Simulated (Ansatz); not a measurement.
Cost and result up the ladder for the cluster Si5O4 (the lowest singlet isomer of a short search) (9 atoms). The state is a singlet with charge 0. Geometry: PBE-D4/def2-SVP.

```xyz
9

Si   -0.122   -0.661   -2.187
Si   -0.871   -1.392    0.092
Si   -0.409   -0.189    2.243
Si   -1.140    1.869   -0.047
Si    2.179   -0.208   -0.063
O    -1.100    0.269   -0.795
O     1.481   -0.258   -1.584
O    -0.788    1.366    1.511
O     0.771   -0.795    0.830
```

Ansatz on 4 threads of Arm Neoverse V1 on a shared host. Times are rough, and most runs start from the orbitals of an earlier one. No level here is sound enough to serve as a yardstick. Binding counts from free atoms at the same level (Si triplet, O triplet; other spins of the atoms weren't run), without zero-point energy or a counterpoise term.

Correlated methods freeze 29 core orbitals. The rows differ in basis, and correlated rows in double-zeta sets carry the largest basis error. The structure comes from a short search, and lower isomers may exist.

Run but left out: HF/STO-3G, BHLYP-D4/def2-TZVP, PBE-QIDH/def2-TZVP (restricted singlet, unstable in another Hartree–Fock run and untested here).

Correlated methods converge slowly with the basis, most of all in double-zeta sets.

| level | functions | wall time | binding energy per atom (eV) | remarks |
| --- | --- | --- | --- | --- |
| PBE-D4/def2-SVP | 146 | 2.2 s | 4.82 | restricted SCF unstable in HF |
| PBE0-D4/def2-SVP | 146 | 3.4 s | 4.55 | restricted SCF unstable in HF |
| PBE-D4/def2-TZVP (with forces) | 309 | 7 s | 4.84 | restricted SCF unstable in HF |
| r2SCAN-D4/def2-TZVP | 309 | 13 s | 4.66 | restricted SCF unstable in HF |
| PBE0-D4/def2-TZVP | 309 | 13 s | 4.60 | restricted SCF unstable in HF |
| MP2/def2-TZVP | 309 | 15 s | 4.70 | restricted SCF unstable |
| r2SCANh-D4/def2-TZVP | 309 | 19 s | 4.58 | restricted SCF unstable in HF |
| CCSD(T)/def2-SVP | 146 | 27 s | 4.17 | large T1 (0.023), restricted SCF unstable |
